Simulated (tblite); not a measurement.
A geometry optimisation, step by step.

CH4GeNO (doublet state).
SMILES with atom numbers: `[N:1]=[CH:2][O:3][GeH3:4]` (hydrogens: H5 on C2; H6, H7, H8 on Ge4)
Bond orders are those of one Lewis drawing.

Computed with GFN2-xTB (tblite), gas phase: L-BFGS steps from a force-field or distance-geometry start until the largest atomic force falls under 0.01 eV/Å. 14 of its 48 geometries are shown.

Step 0: E = -353.6058 eV, largest atomic force 4.451 eV/Å
```
atom  x, y, z in Å  |  force x, y, z in eV/Å
N1      1.394    1.295    0.039    0.840  -3.339  -0.155
C2      1.621    0.030   -0.013   -3.420   2.833   0.302
O3      0.510   -0.815   -0.025    1.688   0.757  -0.203
Ge4    -1.184   -0.143   -0.010   -0.403   0.386   0.109
H5      2.596   -0.411   -0.014    0.257  -0.363  -0.054
H6     -2.059   -1.177   -0.771    0.605   0.273   0.414
H7     -1.287    1.215   -0.706    0.216  -0.384   0.121
H8     -1.582    0.016    1.476    0.218  -0.163  -0.534
```

Step 4: E = -353.9182 eV, largest atomic force 0.456 eV/Å
```
atom  x, y, z in Å  |  force x, y, z in eV/Å
N1      1.432    1.279    0.040   -0.043  -0.003   0.080
C2      1.528    0.052    0.002   -0.364   0.196  -0.071
O3      0.533   -0.826   -0.049   -0.423   0.155  -0.069
Ge4    -1.197   -0.120   -0.004    0.396  -0.139  -0.072
H5      2.526   -0.405   -0.018    0.091  -0.176   0.018
H6     -1.992   -1.154   -0.727    0.118  -0.165   0.036
H7     -1.261    1.186   -0.700    0.178   0.156  -0.121
H8     -1.559   -0.001    1.431    0.047  -0.024   0.199
```

Step 7: E = -353.9493 eV, largest atomic force 0.243 eV/Å
```
atom  x, y, z in Å  |  force x, y, z in eV/Å
N1      1.436    1.287    0.050   -0.122   0.031   0.072
C2      1.492    0.061   -0.001    0.138  -0.087  -0.045
O3      0.496   -0.818   -0.065    0.081   0.135  -0.073
Ge4    -1.172   -0.122   -0.006   -0.217   0.105   0.033
H5      2.494   -0.415   -0.017   -0.135  -0.050   0.009
H6     -1.960   -1.166   -0.710    0.025  -0.179  -0.023
H7     -1.232    1.190   -0.709    0.156   0.030  -0.041
H8     -1.546   -0.009    1.435    0.075   0.015   0.069
```

Step 11: E = -353.9678 eV, largest atomic force 0.062 eV/Å
```
atom  x, y, z in Å  |  force x, y, z in eV/Å
N1      1.416    1.294    0.073   -0.012  -0.025   0.053
C2      1.480    0.069   -0.008   -0.014  -0.029   0.030
O3      0.478   -0.796   -0.095   -0.008  -0.013  -0.050
Ge4    -1.196   -0.107   -0.006    0.021  -0.026  -0.020
H5      2.462   -0.436   -0.017    0.021   0.051  -0.020
H6     -1.930   -1.206   -0.699   -0.026  -0.004   0.024
H7     -1.181    1.200   -0.724   -0.003  -0.009  -0.001
H8     -1.520   -0.009    1.452    0.021   0.056  -0.017
```

Step 14: E = -353.9711 eV, largest atomic force 0.155 eV/Å
```
atom  x, y, z in Å  |  force x, y, z in eV/Å
N1      1.407    1.289    0.096   -0.042  -0.048   0.095
C2      1.474    0.065    0.001    0.048  -0.068  -0.098
O3      0.476   -0.803   -0.117    0.058   0.057   0.016
Ge4    -1.202   -0.111   -0.013    0.143   0.041   0.045
H5      2.470   -0.426   -0.023   -0.134   0.051   0.016
H6     -1.934   -1.214   -0.689   -0.071  -0.050  -0.014
H7     -1.175    1.197   -0.727   -0.022  -0.009  -0.035
H8     -1.508    0.011    1.448    0.021   0.026  -0.024
```

Step 18: E = -353.9824 eV, largest atomic force 0.224 eV/Å
```
atom  x, y, z in Å  |  force x, y, z in eV/Å
N1      1.357    1.260    0.211   -0.103  -0.049   0.069
C2      1.458    0.050    0.003   -0.025   0.222  -0.007
O3      0.478   -0.818   -0.195    0.051  -0.075   0.042
Ge4    -1.187   -0.118   -0.029   -0.046  -0.005  -0.025
H5      2.464   -0.390   -0.044    0.083  -0.156  -0.033
H6     -1.959   -1.249   -0.647    0.055   0.165   0.072
H7     -1.150    1.186   -0.753   -0.064  -0.038  -0.117
H8     -1.453    0.088    1.430    0.049  -0.066  -0.001
```

Step 22: E = -353.9989 eV, largest atomic force 0.383 eV/Å
```
atom  x, y, z in Å  |  force x, y, z in eV/Å
N1      1.279    1.224    0.341   -0.030   0.086  -0.019
C2      1.453    0.055    0.003    0.080  -0.342   0.153
O3      0.505   -0.838   -0.249   -0.114   0.134  -0.016
Ge4    -1.164   -0.118   -0.045    0.056   0.121   0.030
H5      2.467   -0.380   -0.074   -0.022   0.134  -0.052
H6     -1.983   -1.234   -0.594   -0.012  -0.017  -0.030
H7     -1.160    1.158   -0.814   -0.029  -0.040  -0.125
H8     -1.388    0.141    1.408    0.072  -0.076   0.058
```

Step 25: E = -354.0116 eV, largest atomic force 0.181 eV/Å
```
atom  x, y, z in Å  |  force x, y, z in eV/Å
N1      1.233    1.197    0.401    0.058   0.004   0.036
C2      1.454    0.043    0.027    0.020  -0.167  -0.068
O3      0.508   -0.835   -0.276   -0.040  -0.019   0.014
Ge4    -1.151   -0.105   -0.051    0.026   0.116   0.062
H5      2.472   -0.366   -0.098   -0.062   0.149   0.053
H6     -1.991   -1.217   -0.566   -0.043  -0.092  -0.059
H7     -1.172    1.138   -0.867   -0.020   0.031  -0.094
H8     -1.344    0.154    1.404    0.061  -0.022   0.056
```

Step 29: E = -354.0202 eV, largest atomic force 0.047 eV/Å
```
atom  x, y, z in Å  |  force x, y, z in eV/Å
N1      1.191    1.147    0.489   -0.013   0.023   0.017
C2      1.441    0.026    0.038    0.004   0.012  -0.034
O3      0.509   -0.843   -0.317   -0.037  -0.013   0.004
Ge4    -1.143   -0.086   -0.057   -0.029  -0.029  -0.022
H5      2.471   -0.324   -0.113    0.037  -0.017   0.024
H6     -2.004   -1.216   -0.534    0.023   0.034   0.004
H7     -1.180    1.121   -0.935   -0.012  -0.014   0.014
H8     -1.277    0.184    1.404    0.028   0.004  -0.007
```

Step 33: E = -354.0206 eV, largest atomic force 0.019 eV/Å
```
atom  x, y, z in Å  |  force x, y, z in eV/Å
N1      1.190    1.147    0.489    0.001  -0.004  -0.011
C2      1.441    0.026    0.035   -0.004   0.009   0.014
O3      0.507   -0.843   -0.316    0.015  -0.001  -0.011
Ge4    -1.144   -0.087   -0.058    0.002  -0.005   0.003
H5      2.473   -0.325   -0.109   -0.011  -0.008   0.011
H6     -2.002   -1.214   -0.534   -0.007  -0.005  -0.007
H7     -1.182    1.119   -0.934   -0.013   0.008  -0.002
H8     -1.273    0.185    1.403    0.017   0.004   0.004
```

Step 36: E = -354.0209 eV, largest atomic force 0.027 eV/Å
```
atom  x, y, z in Å  |  force x, y, z in eV/Å
N1      1.185    1.144    0.495    0.005   0.002  -0.009
C2      1.439    0.025    0.037   -0.003   0.015   0.012
O3      0.507   -0.841   -0.324    0.016  -0.017  -0.013
Ge4    -1.144   -0.087   -0.059    0.004  -0.012  -0.019
H5      2.472   -0.324   -0.104   -0.009  -0.009   0.007
H6     -2.005   -1.214   -0.534    0.000   0.003   0.008
H7     -1.187    1.116   -0.937   -0.013   0.019  -0.008
H8     -1.257    0.190    1.401    0.000  -0.002   0.021
```

Step 40: E = -354.0211 eV, largest atomic force 0.029 eV/Å
```
atom  x, y, z in Å  |  force x, y, z in eV/Å
N1      1.188    1.149    0.486   -0.003   0.020   0.006
C2      1.439    0.027    0.037    0.004  -0.026  -0.012
O3      0.508   -0.841   -0.325   -0.009   0.000  -0.005
Ge4    -1.144   -0.089   -0.060    0.000   0.018   0.008
H5      2.470   -0.331   -0.095    0.013   0.004   0.009
H6     -2.005   -1.214   -0.537   -0.002  -0.006   0.009
H7     -1.195    1.120   -0.933   -0.002   0.002  -0.001
H8     -1.253    0.186    1.403   -0.001  -0.011  -0.014
```

Step 43: E = -354.0212 eV, largest atomic force 0.018 eV/Å
```
atom  x, y, z in Å  |  force x, y, z in eV/Å
N1      1.189    1.151    0.482   -0.001  -0.017  -0.006
C2      1.439    0.026    0.037    0.001   0.011   0.002
O3      0.507   -0.840   -0.325    0.003   0.006  -0.004
Ge4    -1.144   -0.087   -0.060    0.000  -0.002  -0.003
H5      2.471   -0.332   -0.089    0.000   0.000   0.005
H6     -2.004   -1.213   -0.538   -0.001   0.000   0.009
H7     -1.198    1.121   -0.933    0.001   0.003   0.002
H8     -1.250    0.183    1.403   -0.004  -0.002  -0.004
```

Step 47: E = -354.0212 eV, largest atomic force 0.005 eV/Å
```
atom  x, y, z in Å  |  force x, y, z in eV/Å
N1      1.186    1.149    0.484    0.000   0.000  -0.001
C2      1.440    0.026    0.037    0.000   0.000   0.000
O3      0.508   -0.839   -0.330    0.001   0.000  -0.002
Ge4    -1.144   -0.086   -0.062    0.001  -0.002  -0.003
H5      2.471   -0.332   -0.086   -0.002   0.000   0.001
H6     -2.005   -1.214   -0.533    0.001   0.003   0.000
H7     -1.200    1.122   -0.935    0.000  -0.001   0.000
H8     -1.248    0.183    1.401   -0.002   0.001   0.005
```

Q: Summarise the path.

A: The energy falls by 9.58 kcal/mol from step 0 to step 47; nine tenths of that is first reached at step 18. It falls at every step. The largest force goes from 4.451 to 0.005 eV/Å. Among the bonds C2–O3 changes most, from 1.396 to 1.323 Å; the atoms move by 0.296 Å rms after alignment.

What follows is the cost of the whole relaxation. Hardware: one thread of an Arm Neoverse V2, no GPU, shared host with 96 logical CPUs at a one-minute load of 35. Cost: 0.11 s wall.
